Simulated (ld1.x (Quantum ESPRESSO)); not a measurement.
**Reading a pseudo-wave (Hg)**

Columns: radius, all-electron u(r) and pseudo u(r) of the 5d shell (level -42.58 eV) of mercury in the configuration [Kr] 4d10 4f14 5s2 5p6 5d9 6s0 6p0; BP86, scalar-relativistic, TM scheme, ld1.x (Quantum ESPRESSO) 7.5.

| r (bohr) | all-electron | pseudo |
| --- | --- | --- |
| 0.075 | 0.2689 | 0.0013 |
| 0.150 | 0.1987 | 0.0102 |
| 0.225 | -0.1837 | 0.0332 |
| 0.300 | -0.4324 | 0.0751 |
| 0.375 | -0.4475 | 0.1381 |
| 0.450 | -0.2972 | 0.2214 |
| 0.525 | -0.0699 | 0.3215 |
| 0.600 | 0.1722 | 0.4324 |
| 0.675 | 0.3936 | 0.5467 |
| 0.750 | 0.5784 | 0.6564 |
| 0.825 | 0.7219 | 0.7541 |
| 0.900 | 0.8256 | 0.8341 |
| 0.975 | 0.8940 | 0.8930 |
| 1.050 | 0.9329 | 0.9299 |
| 1.125 | 0.9482 | 0.9459 |
| 1.200 | 0.9448 | 0.9438 |
| 1.275 | 0.9275 | 0.9272 |
| 1.350 | 0.8998 | 0.8997 |
| 1.425 | 0.8649 | 0.8649 |
| 1.500 | 0.8250 | 0.8250 |
| 1.575 | 0.7820 | 0.7820 |
| 1.650 | 0.7374 | 0.7374 |
| 1.725 | 0.6922 | 0.6922 |
| 1.800 | 0.6473 | 0.6473 |
| 1.875 | 0.6032 | 0.6032 |
| 1.950 | 0.5605 | 0.5605 |

**Question.** How many radial nodes do the two functions have?

**Answer.** The all-electron 5d function has n − l − 1 = 2; the pseudo-wave has 0, since the states of the same l below it are removed with the core.

**Question.** At about which radius was the pseudo-wave matched?

**Answer.** 1.50 bohr. The columns agree to 0.0005 from 1.27 bohr on; several derivatives are matched, so the curves merge somewhat inside the radius.

**Question.** Where does each function peak?

**Answer.** Outermost all-electron maximum near 1.12 bohr, pseudo maximum near 1.12 bohr (to the table’s step).

**Question.** Is the pseudo-wave norm-conserving?

**Answer.** Yes: the TM scheme keeps the norm inside the radius equal to the all-electron one, which fixes the energy derivative of the logarithmic derivative at the level.
